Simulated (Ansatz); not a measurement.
Cost and result for the atomization energy of CH$_{6}$NOSi (`CO[SiH]N`) radical (10 atoms, 9 bonds).

Cartesian coordinates in Å:
```
C -0.875 -1.352 0.958
O -0.210 -0.668 -0.077
Si 0.313 0.890 0.042
N 1.282 1.173 -1.340
H -0.910 -2.412 0.698
H -0.358 -1.245 1.917
H -1.903 -0.992 1.075
H -0.814 1.880 -0.044
H 1.377 2.110 -1.699
H 2.098 0.615 -1.531
```

The species carries charge 0 and has multiplicity 2. All single points use the PBE0-D4/def2-TZVP geometry. It is one conformer, not always the lowest. Program: Ansatz. Hardware: A = 2 threads of a server CPU on a shared host; B = 2 threads of an AMD EPYC 7R13 on a shared host and a share of an NVIDIA H100 80 GB. Times are those of one run each, without the atoms' runs, and a repeat can differ threefold. Electronic energies, without spin–orbit coupling; frozen cores. CCSD(T)/CBS adds CCSD(T) − MP2 in def2-TZVPP to the MP2 limit, and its time is that of the two runs behind it. T1 = 0.014; ⟨S²⟩ of the reference is 0.76. B3LYP takes the VWN-RPA correlation (the form of Gaussian; ORCA's B3LYP/G). HSE06 is the plane-wave form, built on full-range PBE exchange.

CCSD(T)/CBS is a level of theory with its own doubt, some kJ/mol a heavy atom from the limit and from the frozen cores, so smaller differences don't rank the functionals.

| level | functions | wall time |
| --- | --- | --- |
| PBE-D4/def2-TZVPP (with forces) [A] | 219 | 6 s |
| MP2/def2-QZVPP [B] | 421 | 7 s |
| PBE0-D4/def2-TZVPP [A] | 219 | 8 s |
| B3LYP-D4/def2-TZVPP (with forces) [A] | 219 | 8 s |
| HSE06-D4/def2-TZVPP [A] | 219 | 8.5 s |
| BHLYP-D4/def2-TZVPP [A] | 219 | 9 s |
| CCSD(T)/def2-TZVPP [B] | 219 | 11 s |
| PBE-QIDH/def2-TZVPP [A] | 219 | 13 s |
| B2PLYP/def2-TZVPP [A] | 219 | 15 s |
| B97M-V/def2-TZVPP [A] | 219 | 16 s |
| ωB97X-V/def2-TZVPP [A] | 219 | 17 s |
| CCSD(T)/CBS(def2) | – | 18 s |
| CCSD(T)/def2-SVP [A] | 90 | 20 s |

(1) What atomization energy does each give, and how far from CCSD(T)/CBS? (Estimate.)

## Answers

(1) Ansatz gave: 
| level | atomization (kJ/mol) | difference from CCSD(T)/CBS | per bond |
| --- | --- | --- | --- |
| PBE-D4/def2-TZVPP (with forces) [A] | 3594.5 | 60.3 | 6.7 |
| MP2/def2-QZVPP [B] | 3540.0 | 5.8 | 0.6 |
| PBE0-D4/def2-TZVPP [A] | 3522.2 | -12.0 | -1.3 |
| B3LYP-D4/def2-TZVPP (with forces) [A] | 3545.5 | 11.3 | 1.3 |
| HSE06-D4/def2-TZVPP [A] | 3525.1 | -9.1 | -1.0 |
| BHLYP-D4/def2-TZVPP [A] | 3433.1 | -101.1 | -11.2 |
| CCSD(T)/def2-TZVPP [B] | 3426.7 | -107.5 | -11.9 |
| PBE-QIDH/def2-TZVPP [A] | 3488.4 | -45.8 | -5.1 |
| B2PLYP/def2-TZVPP [A] | 3499.3 | -34.9 | -3.9 |
| B97M-V/def2-TZVPP [A] | 3532.8 | -1.4 | -0.2 |
| ωB97X-V/def2-TZVPP [A] | 3545.5 | 11.3 | 1.3 |
| CCSD(T)/CBS(def2) | 3534.2 | 0.0 | 0.0 |
| CCSD(T)/def2-SVP [A] | 3269.1 | -265.1 | -29.5 |

In def2-TZVPP, CCSD(T) changes the Hartree–Fock value by +920.8 kJ/mol (the triples alone add +48.8 kJ/mol) and MP2 by +969.0 kJ/mol; breaking electron pairs costs correlation energy, which Hartree–Fock lacks. From r2SCAN to r2SCAN0 (25 % exact exchange), in def2-TZVPP and without D4, the atomization energy moves by −61.1 kJ/mol: exact exchange takes away binding that semilocal exchange gives to molecules. At CCSD(T), def2-SVP lies −265.1 kJ/mol from the extrapolated value and def2-TZVPP −107.5 kJ/mol: correlation converges slowly with the basis, and small sets miss more of it in the bonded molecule than in its fragments.
